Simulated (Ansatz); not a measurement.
BFH3N (SMILES NBF) moved off its minimum; all values from Ansatz (a quantum-chemistry and plane-wave program), cores frozen in correlated methods.
(charge 0, multiplicity 1)
```xyz
6

B     -0.04832    -0.39705    -0.00148
H     -0.41695    -1.59652    -0.27725
F      0.70205    -0.11063     1.06050
N     -0.64812     0.59487    -0.90082
H     -0.26620     1.42906    -0.66095
H     -1.21822     0.44035    -1.65822
```

```tsv
level	largest force (eV/Å)	on atom	rms difference from CCSD(T)/cc-pVTZ (eV/Å)	dipole (D)
HF/def2-TZVPP	6.18	N4	0.316	1.94
PBE/def2-TZVPP	5.97	N4	0.175	2.02
r2SCAN/def2-TZVPP	6.03	N4	0.032	2.01
B3LYP/def2-TZVPP	6.06	N4	0.035	2.00
wB97M-V/def2-TZVPP	6.07	N4	0.051	1.97
MP2/cc-pVTZ	5.97	N4	0.044	2.00
CCSD(T)/cc-pVTZ	5.98	N4	0.000	2.02
```

The differences count from one level among others, with limits of its own. Forces at CCSD(T)/cc-pVTZ (eV/Å):

| atom | Fx | Fy | Fz |
|---|---|---|---|
| B1 | -2.637 | -1.458 | -2.354 |
| H2 | 0.853 | 1.349 | 0.721 |
| F3 | -0.081 | 0.345 | -0.507 |
| N4 | 2.464 | -3.679 | 4.016 |
| H5 | 0.518 | 3.644 | -0.174 |
| H6 | -1.117 | -0.200 | -1.700 |
